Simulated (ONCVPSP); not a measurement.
**Nb (Z = 41): one change to an ONCV potential, before and after**

Nb, optimised norm-conserving Vanderbilt (ONCV), made with ONCVPSP 4.0.1 (Wu-Cohen, scalar-relativistic). Core [Ar] 3d10, reference 4s2 4p6 4d2 (charge +3). Waves: 4s: rc 1.80 bohr, ncon 4, nbas 7, qcut 7.6 1/bohr, 2 projectors, debl 1.7 Ha; 4p: rc 1.30 bohr, ncon 5, nbas 10, qcut 5.3 1/bohr, 2 projectors, debl 1 Ha; 4d: rc 1.95 bohr, ncon 3, nbas 7, qcut 8.2 1/bohr, 2 projectors, debl 2 Ha. Local part: polynomial inside 0.80 bohr (lpopt 5, dvloc0 4 Ha). Core correction: Teter function, fcfact 4.25, rcfact 1.6.

In the s channel the program set the typed energies aside and used -3.268, 0.050 Ha. In the p channel the program set the typed energies aside and used -2.375, 0.250 Ha.

Change: s: qcut 8.

Cutoffs: the cutoffs (Ha) at which the residual kinetic energy of the hardest occupied pseudo-wave falls to 1 and 0.1 mHa per electron; they do not see the model core or the augmentation charge, which bear on the density cutoff. Errors are all-electron minus pseudo energies relative to the spin-unpolarised reference configuration.

Task: What does the change do?

Result: The potential gets neither clearly harder nor softer (148 Ha and 194 Ha → 148 Ha and 194 Ha); both files keep a bound ghost (s); of the 4 tests that both files solve, the error grows in 0 and shrinks in 1 by more than 15 % and 0.3 meV (median size 11.6 → 2.8 meV); the range in which the s phases agree widens (upper end -1.4 → at the end of the scan).

| quantity | base | changed |
| --- | --- | --- |
| cutoff, loose | 148 Ha | 148 Ha |
| cutoff, tight | 194 Ha | 194 Ha |
| loose cutoff by channel | s 19 Ha, p 148 Ha, d 18 Ha | s 20 Ha, p 148 Ha, d 18 Ha |
| bound ghosts | s | s |
| GHOST(+) flags under 300 eV | p at 269.9 eV | p at 269.9 eV |
| error for 4s2 4p6 4d4 5s1, meV [ΔE -45.35 eV] | +22 | -4.2 |
| error for 4s2 4p6 4d4, meV [ΔE -38.71 eV] | +1.2 | +1.1 |
| error for 4s2 4p6 4d3, meV [ΔE -24.69 eV] | +1.3 | +1.3 |
| error for 4s1 4p6 4d4 5s1, meV [ΔE 18.67 eV] | -129 | -117 |
| s: phases at 1.83 bohr within 0.05 rad from the reference energy up to (Ha; the scan ends near 5) | -1.4 | to the end of the scan |
| p: phases at 1.32 bohr within 0.05 rad from the reference energy up to (Ha; the scan ends near 5) | to the end of the scan | to the end of the scan |
| d: phases at 1.98 bohr within 0.05 rad from the reference energy up to (Ha; the scan ends near 5) | to the end of the scan | to the end of the scan |
| rms error of d²Exc/dni dnj with the model core, mHa | 3.07 | 3.00 |

 A true bound ghost makes a file unfit for plane-wave use even where its test errors are small: the radial tests pick states by their node count and pass the ghost by.
